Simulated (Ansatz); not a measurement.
I$_{3}$Sb, charge -1, doublet, at a GFN2-xTB geometry (a state made from the parent by changing its charge; the spin is typed, not shown lowest) (core potentials on I, Sb) (a gas-phase anion, which may not be bound at this level); REVPBE/def2-SVP run with Ansatz (a program for electronic structure).

Here is a job for Ansatz.
Ansatz 0.2 input:
```yaml
crystal:
  periodic: [false, false, false]
  atoms:
    - {symbol: Sb, position_ang: [0.08892251, -0.56492957, 0.01724131]}
    - {symbol: I, position_ang: [-2.85572956, -1.29351936, 0.06781515]}
    - {symbol: I, position_ang: [-0.34524624, 2.19336829, -0.06694029]}
    - {symbol: I, position_ang: [3.11540886, -0.35623746, -0.01746556]}
basis:
  gaussian:
    orbitals: def2-SVP
hamiltonian:
  xc: revpbe
total_charge: -1
magnetization: {spin_polarized: true, initial_magnetization: 1}
accuracy: high
```

It wrote (shortened):

```
Functional definition: revPBE
2524 factors; integrals over basis functions are off by at most 3.6e-8 eV
mean field evaluation 1: about -30849.0667 eV, gradient 1.2e1 eV
mean field evaluation 2: about -30837.7501 eV, gradient 3.9e1 eV
mean field evaluation 4: about -30850.2758 eV, gradient 1.4e0 eV
mean field evaluation 8: about -30850.2863 eV, gradient 3.5e-2 eV
mean field evaluation 16: about -30850.2864 eV, gradient 3.3e-5 eV
mean field evaluation 32: about -30848.0012 eV, gradient 1.5e-4 eV
mean field -30850.28635110 eV, -1133.7271123279 hartree, gradient 3.7e-8 eV, S^2 0.752931; 6 other end points of the search recorded, 0 dependent functions left out
reference -30850.28635435 eV, -1133.7271124472 hartree; 50, 49 occupied and 54, 55 virtual orbitals, 2524 factors
Total energy: -30850.28635435 eV, -1133.7271124472 hartree
```
